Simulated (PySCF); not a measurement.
Field gradients from PBE0/pcSseg-1 densities (PySCF, non-relativistic) at GFN2-xTB geometries, isolated species, one conformer each; χzz is the principal value of largest magnitude, with Q(14N) = 0.02044 b. GFN2-xTB bond lengths can be off by several hundredths of an ångström, more for odd bonds, and the gradients follow them. A larger basis could move these couplings by a tenth or more.

(1) Rank these 14N sites by the size of the quadrupole coupling, smallest first.
A. N5 (pyridine-type nitrogen) in `[CH3:1][CH2:2][CH2:3][n:4]1[n:5][cH:6][c:7]([C:8]([F:9])([F:10])[F:11])[n:12]1`
B. N6 (C=N nitrogen) in `[CH2:1]=[CH:2][N:3]([CH2:4][CH3:5])[N:6]=[CH2:7]`
C. The sulfonyl-bound nitrogen of `CN(S(C)(=O)=O)S(C)(=O)=O`
D. N8 (ring nitrogen) in `[CH3:1][CH:2]([CH3:3])[c:4]1[cH:5][n-:6][n:7][n:8]1`
E. N2 (C=N nitrogen) in `[CH2:1]=[N:2]/[N:3]=[CH:4]\[CH:5]([CH3:6])[CH3:7]`
F. The pyrrole-type nitrogen of `CC[C@H](C)n1ccpc1`

Results:

(1) F (2.494 MHz), D (4.447 MHz), A (5.164 MHz), E (5.616 MHz), C (5.960 MHz), B (6.424 MHz).

All sites together:

```tsv
nucleus	site	Vzz (au)	η	χzz (MHz)
14N	the sulfonyl-bound nitrogen of CN(S(C)(=O)=O)S(C)(=O)=O	-1.241	0.13	-5.960
14N	N2 (C=N nitrogen) in [CH2:1]=[N:2]/[N:3]=[CH:4]\[CH:5]([CH3:6])[CH3:7]	-1.169	0.28	-5.616
14N	the pyrrole-type nitrogen of CC[C@H](C)n1ccpc1	-0.519	0.18	-2.494
14N	N8 (ring nitrogen) in [CH3:1][CH:2]([CH3:3])[c:4]1[cH:5][n-:6][n:7][n:8]1	-0.926	0.24	-4.447
14N	N6 (C=N nitrogen) in [CH2:1]=[CH:2][N:3]([CH2:4][CH3:5])[N:6]=[CH2:7]	-1.338	0.01	-6.424
14N	N5 (pyridine-type nitrogen) in [CH3:1][CH2:2][CH2:3][n:4]1[n:5][cH:6][c:7]([C:8]([F:9])([F:10])[F:11])[n:12]1	-1.075	0.36	-5.164
```
